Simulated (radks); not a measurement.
Results of a calculation; reference values are marked as such.
Species: Se VIII. Configuration: [Ar] 3d8 7f1 (not the ground configuration). Level of theory: Dirac Kohn-Sham, LDA (Slater exchange, Perdew-Wang correlation), spin-unpolarised, spherical densities, finite nucleus; open shells fill j = l - 1/2 first; Fermi nuclear charge, rms radius 4.14 fm (a radial shooting solver on a logarithmic mesh with Libxc functionals).

Normalised radial functions P(r) = r R(r) (large component), r in bohr:

```
   r/bohr * 3d5/2 (the largest magnitude, 1.32, reaches the edge; | marks zero)
 0.006913 *
  0.01099 *
  0.01735 *
  0.02759 *
  0.04387 |*
  0.06978 |   *
    0.111 |           *
   0.1751 |                         *
   0.2785 |                                            *
   0.4429 |                                                      *
   0.7044 |                                          *
     1.12 |                  *
    1.768 |  *
    2.811 *
    4.471 *
    7.111 *
    11.31 *
    17.84 *
```

3d5/2: eigenvalue -200.85 eV, 0 radial nodes, <r> = 0.574 bohr, 90 % of the charge inside 0.927 bohr.
